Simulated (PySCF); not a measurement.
The dipole of `CCO[Si@@H](C=O)[C@@H](C)F` from its density and from atomic charges.

Coordinates (GFN2-xTB, Å) and charges (e) from the PBE0/pcSseg-1 density (PySCF):

```
atom       x       y       z  Mulliken      IAO  Hirshfeld  ESP-fitted
  C1   2.806  -0.424   0.467   -0.3314  -0.4345    -0.1211     -0.3585
  C2   2.030   0.006  -0.766   +0.0543  -0.0429    +0.0145     +0.4791
  O3   0.643  -0.220  -0.627   -0.6457  -0.6426    -0.2189     -0.5357
 Si4  -0.436   0.445   0.367   +0.9694  +1.0806    +0.4065     +0.4519
  C5  -0.384   2.369   0.326   -0.0459  -0.0172    +0.0435     +0.2551
  O6   0.579   2.976  -0.077   -0.3468  -0.3699    -0.2078     -0.3747
  C7  -2.117  -0.145  -0.341   -0.1511  -0.0892    -0.0213     +0.2472
  C8  -2.386  -1.626  -0.144   -0.2748  -0.4318    -0.1261     -0.4033
  F9  -3.115   0.578   0.315   -0.3518  -0.3404    -0.1272     -0.2944
 H10   3.871  -0.315   0.286   +0.1230  +0.1516    +0.0516     +0.0787
 H11   2.526   0.194   1.316   +0.1254  +0.1407    +0.0419     +0.1069
 H12   2.590  -1.463   0.702   +0.1205  +0.1465    +0.0423     +0.0999
 H13   2.199   1.068  -0.965   +0.1298  +0.1453    +0.0362     -0.0444
 H14   2.344  -0.577  -1.638   +0.1143  +0.1466    +0.0451     -0.0219
 H15  -0.309   0.057   1.777   -0.1015  -0.1507    -0.0782     -0.1029
 H16  -1.267   2.937   0.682   +0.1018  +0.1074    +0.0366     +0.0149
 H17  -2.236   0.114  -1.400   +0.1356  +0.1462    +0.0425     +0.0428
 H18  -1.613  -2.197  -0.648   +0.1263  +0.1563    +0.0507     +0.1173
 H19  -3.357  -1.898  -0.551   +0.1277  +0.1515    +0.0461     +0.1240
 H20  -2.372  -1.868   0.916   +0.1207  +0.1466    +0.0428     +0.1181
```

Q: Compute μ = Σ q r for each scheme (1 e·Å = 4.803 D) and compare with the dipole of the full density.

A: The full density gives (0.84, -2.12, -0.01) D, 2.28 D in size; dipole vectors point from the negative to the positive end.

| scheme | μx | μy | μz | size (D) | share of the full size (%) | angle to the full dipole (°) |
| --- | --- | --- | --- | --- | --- | --- |
| Mulliken | 2.73 | -3.44 | 0.89 | 4.48 | 197 | 20 |
| IAO | 1.64 | -2.70 | 0.67 | 3.23 | 142 | 15 |
| Hirshfeld | 0.59 | -1.58 | 0.16 | 1.69 | 74 | 6 |
| ESP-fitted | 0.87 | -2.13 | 0.02 | 2.30 | 101 | 1 |

Q: Which set comes closest?

A: Length of the difference vector: ESP-fitted 0.04 D, Hirshfeld 0.62 D, IAO 1.19 D, Mulliken 2.47 D. Closest: ESP-fitted. The schemes that divide the density aren't constrained to reproduce the dipole.

Q: What is left for the Hirshfeld atoms' own dipoles?

A: The shares of the density sum to the whole, so what Σ q r misses lies in dipoles about the nuclei. The atomic dipoles sum to (0.84, -2.12, -0.01) − (0.59, -1.58, 0.16) = (0.25, -0.54, -0.17) D, 0.62 D in size.

Q: With the origin at the mean of the coordinates, (0.000, 0.001, 0.000) Å, which are the largest single terms, by size, of the ESP-fitted dipole along the direction of the full one?

A: O6 +4.59, C5 -2.87, C1 -2.46, F9 +2.39, C2 +1.72 D; all 20 atoms together +2.30 D. The single terms depend on the origin, their sum doesn't.

Q: Give the size of the full dipole in other units.

A: 2.28 D = 0.897 au = 0.475 e·Å = 7.61 × 10⁻³⁰ C·m.

Isolated species at its GFN2-xTB geometry (one conformer only).

The values belong to the conformer `[CH3:1][CH2:2][O:3][Si@@H:4]([CH:5]=[O:6])[C@@H:7]([CH3:8])[F:9]`: C1–C2–O3–Si4 66°, C2–O3–Si4–C5 51°, O3–Si4–C5–O6 -20°, O3–Si4–C7–C8 70°.
